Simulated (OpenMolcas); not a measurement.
neutral zirconium: effect of the IPEA shift

| Item | Value |
| --- | --- |
| Program | OpenMolcas |
| Basis | ANO-RCC-VDZP [6s5p3d1f] |
| Scalar Hamiltonian | DKH2, point nucleus |
| Active space | 2 electrons in 5 orbitals (4d) |
| State averaging | 2S+1 = 3 even, 10 roots; 2S+1 = 1 even, 15 roots |
| Spin-orbit coupling | state interaction with AMFI integrals over the reference wave functions, term energies averaged over their components |

Methods on the same reference wave functions:
A. CASSCF
B. SS-CASPT2, IPEA 0.25 Eh, imaginary shift 0.1 Eh (closed shells correlated: 4s 4p 5s)
C. SS-CASPT2, IPEA 0.5 Eh, imaginary shift 0.1 Eh (closed shells correlated: 4s 4p 5s)

Energies in cm⁻¹ above 4d² 5s² ³F₂, the measured ground level; measured values from NIST Handbook of Basic Atomic Spectroscopic Data.

```tsv
Level	A	B	C	Measured
4d² 5s² ³F₂	0.0	0.0	0.0	0.0
4d² 5s² ³F₃	586	609	604	570
4d² 5s² ³F₄	1306	1326	1321	1241
4d² 5s² ¹D₂	8155	5150	5620	
4d² 5s² ³P₀	9211	6990	7600	4197
4d² 5s² ³P₁	9432	7230	7830	4376
4d² 5s² ³P₂	9962	7700	8300	
4d² 5s² ¹G₄	12352	10300	10410	8057
4d² 5s² ¹S₀	29403	21060	22070
```

Deviations, from unrounded energies. A percentage is the sum of absolute deviations over the sum of measured energies, with the sign that they share, or ± where signs differ.

| Against measurement | Levels | A | B | C |
| --- | --- | --- | --- | --- |
| mean absolute deviation (cm-1) | 5 | 2900 | 1600 | 1900 |
| fine structure of the ground term (%) | 2 | +4.5 | +6.8 | +6.3 |
| other terms of the ground configuration (%) | 3 | +86.4 | +47.4 | +55.3 |

B lies closest to measurement on these levels and A furthest from it. The largest miss of B in the table is 4d² 5s² ³P₁, by +2800 cm-1. The ranking rests on the paired levels alone, and a cruder setting can come out closer through cancelling errors.

Between B and C the level of the table that moves most is 4d² 5s² ¹S₀, by 1000 cm-1 (lowest in B, highest in C). Moves below CASPT2's spread within the term are not significant.

The mean deviations of B to C differ by less than CASPT2's widest spread within a term (480 cm-1), so their order carries little weight.

From A to B the spin-free energies of the other terms of 4d² 5s² shown, above ³F, scale by factors of 0.59 to 0.82.

The lowest spin-free term lies below A's lowest term by 0.248 hartree in B, 0.241 hartree in C.

Term energies are means over components that CASPT2 splits; among the terms shown or strongly mixed into the levels shown the widest spread is 480 cm-1 (4d² 5s² ³F, B). With the s shell closed, the reference lacks s² → p², s² → d² and s → d mixing, so excited terms can stand far too high and out of order, with CASPT2 too. Without dynamic correlation excited terms often stand tens of per cent too high (terms of higher spin than the ground term too low), and those without a measured partner can miss by more than the paired ones (holds for A). Some terms miss by over 15 % even with CASPT2, which points to a basis or an active space too small for the shells correlated (holds for B; C). Measured partners are found by configuration, term and J. A level has none where our copy of the source lacks it or the pairing is in doubt (some pairs that miss far off the trend of their configuration count as doubtful), and it then counts in no deviation. Only configurations of the active space appear.
